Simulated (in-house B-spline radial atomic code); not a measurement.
Computed with a B-spline radial atomic code. Model: two electrons, singlet ground state, non-relativistic, full CI in B-splines with partial waves to l = 8 (at full coupling up to 3e-4 hartree above the limit, correlation up to 0.6 % small), density held at that of full coupling by Lieb maximisation.

Along the adiabatic connection the electron repulsion is scaled by a coupling λ while a local potential keeps the density fixed. At λ = 0 the system is the Kohn-Sham one and W equals the exchange energy; the exchange-correlation energy is the area under W between 0 and 1. The kinetic energy rises with λ as the electrons avoid each other, with dT/dλ = −λ dW/dλ.

Command:
```bash
python run_ac.py task.json out
```
Settings (lengths in bohr, energies in hartree):
```
potential              coulomb
strength               0.501
lmax                   8
wall_radius            1.15
```

Cost of the run: 1.8 s on 1 thread of Intel(R) Xeon(R) Processor @ 2.30GHz, with other jobs on the host.

**W = mean repulsion less Hartree energy, and W of three functionals.**

Given: confinement point charge; nuclear charge 0.501; hard wall radius 1.15 bohr; external potential -Z/r.

Computed: LDA exchange minus exact 216.46 millihartree; SCAN exchange minus exact -9.2332 millihartree.

| coupling | W xc (hartree) | W xc minus exchange (millihartree) | kinetic minus Kohn-Sham (millihartree) | LDA (PW92) W minus its exchange (millihartree) | PBE W minus its exchange (millihartree) | SCAN W minus its exchange (millihartree) |
| --- | --- | --- | --- | --- | --- | --- |
| 0 | -1.576 | 0 | 0 | 0 | 0 | 0 |
| 0.02 | -1.5781 | -2.142 | 0 | -13.16 | -3.64 | -1.95 |
| 0.05 | -1.5813 | -5.33 | 0.1 | -27.38 | -8.98 | -4.83 |
| 0.12 | -1.5887 | -12.649 | 0.8 | -53.43 | -20.87 | -11.38 |
| 0.25 | -1.6018 | -25.818 | 3.2 | -90.83 | -41.19 | -23.07 |
| 0.4 | -1.6164 | -40.355 | 7.9 | -125.42 | -62.41 | -35.92 |
| 0.6 | -1.6347 | -58.705 | 17.1 | -163.66 | -87.91 | -52.14 |
| 0.8 | ? | ? | ? | ? | ? | ? |
| 1 | -1.6682 | -92.184 | 43.7 | -224.67 | -131.93 | -81.93 |
| 1.4 | ? | ? | ? | ? | ? | ? |
| 2 | -1.7365 | -160.47 | 144.5 | -332.23 | -216.63 | -144.5 |
| 3 | -1.7884 | -212.37 | 273.1 | -407.54 | -279.74 | -194.62 |
| 4.5 | -1.8459 | -269.93 | 486.5 | -489.56 | -351.05 | -253.73 |
| 7 | -1.9098 | -333.82 | 847.7 | -582.71 | -434.45 | -324.5 |
| 10 | -1.9586 | -382.57 | 1256.7 | -657.61 | -502.9 | -382.05 |

(1) What belongs in the row 0.8?

(2) What belongs in the row 1.4?

(3) What is the PBE exchange minus exact?

**Energy parts, natural occupations and partial-wave weights.**

Computed: correlation energy -0.048481 hartree; kinetic part of the DFT correlation energy 0.043703 hartree; initial slope twice GL2 -0.10747 hartree; kinetic part over minus potential part 0.47409; Hartree energy 3.152 hartree; Kohn-Sham kinetic 7.4813 hartree; Lieb Oxford ratio E_xc over LDA exchange 1.1949.

| natural | occupation of the shell (electrons) |
| --- | --- |
| s | 1.9915 |
| p | 0.0077974 |
| d | 0.00033782 |
| s | ? |
| f | 4.4663e-05 |
| p | 4.3713e-05 |

(4) What belongs in the row s?

```tsv
wave	weight
s	0.99587
p	?
d	0.0001743
f	2.3915e-05
g	5.4942e-06
```

(5) What belongs in the row p?

(6) What is the exchange energy?

(7) What is the total energy?

## Answers

(1) W xc (hartree): -1.652; W xc minus exchange (millihartree): -75.955; kinetic minus Kohn-Sham (millihartree): 29.1; LDA (PW92) W minus its exchange (millihartree): -196.16; PBE W minus its exchange (millihartree): -110.91; SCAN W minus its exchange (millihartree): -67.44.

(2) W xc (hartree): -1.6979; W xc minus exchange (millihartree): -121.88; kinetic minus Kohn-Sham (millihartree): 79.2; LDA (PW92) W minus its exchange (millihartree): -273.31; PBE W minus its exchange (millihartree): -169.29; SCAN W minus its exchange (millihartree): -108.76.

(3) 69.623 millihartree.

(4) occupation of the shell (electrons): 0.00025594.

(5) weight: 0.0039216.

(6) -1.576 hartree.

(7) 6.8247 hartree.

Half-way to full coupling W has made 54 % of its drop, against 50 % for a straight line, and second-order (GL2) theory, half the initial slope, overshoots the correlation energy by about 11 %: a moderate bend, as in light atoms. Over couplings 0 to 1 the errors in E_xc come to about +129 millihartree for LDA, +46 millihartree for PBE, -3.9 millihartree for SCAN, so SCAN is nearest. In LDA and PBE and SCAN the errors of exchange and correlation have opposite signs, so the sum is smaller than the larger of the two.
